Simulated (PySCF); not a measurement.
# Re²⁺ (rhenium, charge +2) across methods

[Xe] 4f14 5d4 6p1, one real determinant (an excited configuration). Calculation: PySCF 2.14, in aug-cc-pwCVDZ-PP with ECP60MDF (6s6p5d3f, 70 functions); a scalar-relativistic core potential.

```
 method  E (hartree)  mean ε 5p β (eV)  mean ε 5d α (eV)  mean ε 6p α (eV)  Σ⟨r²⟩ (bohr²)   ⟨S²⟩
    LDA     -77.0398           -65.924           -26.143           -16.011          37.91  8.750
   PBE0     -77.2246           -68.316           -27.799           -16.477          37.86  8.751
  M06-L     -77.2515           -66.564           -26.134           -15.601          37.59  8.751
    PBE     -77.2528           -65.959           -26.137           -15.889          37.82  8.751
r2SCANh     -77.2527           -67.549           -27.184           -16.190          37.73  8.751
 r2SCAN     -77.2702           -66.718           -26.562           -15.965          37.70  8.751
LC-wPBE     -77.2519           -71.116           -30.584           -18.449          37.72  8.751
    UHF    -76.68772           -74.079           -32.069           -17.782          38.47  8.753
   MN15     -77.0997           -68.886           -28.147           -16.968          37.86  8.751
```

⟨L²⟩ = 8.00 against 12 for a pure F term, so this real determinant mixes terms. Energies and moments cover only the electrons outside the core potential. Spin-orbit coupling, absent here, splits the open shell strongly.
